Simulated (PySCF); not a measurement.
## How exact exchange moves a shielding

Molecule: `C[SiH2][Si@H](F)S`, CH₇FSSi₂.

Structure with atom numbers: `[CH3:1][SiH2:2][Si@H:3]([F:4])[SH:5]` (H(Xn): hydrogen on atom n). Ha(Si2) is pro-R; Hb(Si2) is pro-S.

GIAO shieldings (ppm, equivalent atoms averaged) in PySCF 2.14 on the PBE0-D3(BJ)/def2-SVP geometry, basis pcSseg-2, gas phase, non-relativistic:

| functional | exact exchange (%) | σ(Si3) | σ(Si2) | σ(F4) | σ(S5) |
| --- | --- | --- | --- | --- | --- |
| BLYP | 0 | 292.8 | 376.2 | 328.5 | 589.2 |
| BP86 | 0 | 303.5 | 390.3 | 329.8 | 605.5 |
| PBE | 0 | 304.8 | 392.3 | 329.0 | 609.1 |
| B3LYP | 20 | 308.0 | 389.8 | 342.4 | 613.0 |
| PBE0 | 25 | 323.6 | 408.2 | 346.5 | 637.8 |
| mPW1PW91 | 25 | 322.6 | 406.2 | 347.3 | 635.1 |
| HF | 100 | 376.0 | 442.0 | 379.5 | 687.7 |

Question: Fit each shielding as a line in the percentage of exact exchange.

Answer: σ(Si3) = 300.3 + 0.76 x (rms 5.0 ppm); σ(Si2) = 387.0 + 0.56 x (rms 6.6 ppm); σ(F4) = 331.1 + 0.50 x (rms 2.4 ppm); σ(S5) = 604.2 + 0.87 x (rms 9.0 ppm). The functionals also differ in their semilocal parts, which the line can't hold; Hartree–Fock has no correlation at all.

Question: What does the line predict for BHandHLYP (50 %), and what does the run give?

Answer: σ(Si3): 338.3 predicted, 331.4 computed; σ(Si2): 415.0 predicted, 408.6 computed; σ(F4): 356.1 predicted, 358.6 computed; σ(S5): 647.7 predicted, 642.7 computed ppm.
